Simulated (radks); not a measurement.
Q: Ne II, configuration [He] 2s2 2p5. All-electron calculation, Dirac Kohn-Sham, LDA (Slater exchange, Perdew-Wang correlation), spin-unpolarised, spherical densities, point nucleus; open shells are shared between the two j in proportion to 2j + 1. Program: a radial shooting solver on a logarithmic mesh with Libxc functionals. Some entries of the table are withheld. Estimate them.

orbital,occ.,eigenvalue (eV),<1/r> (bohr^-1)
1s1/2,2,(1),9.585
2s1/2,2,-55.2942,1.686
2p1/2,1.66667,-32.5143,(2)
2p3/2,3.33333,-32.3953,(3)

A: 
(1) 1s1/2 eigenvalue (eV): -848.3320
(2) 2p1/2 <1/r> (bohr^-1): 1.544
(3) 2p3/2 <1/r> (bohr^-1): 1.540
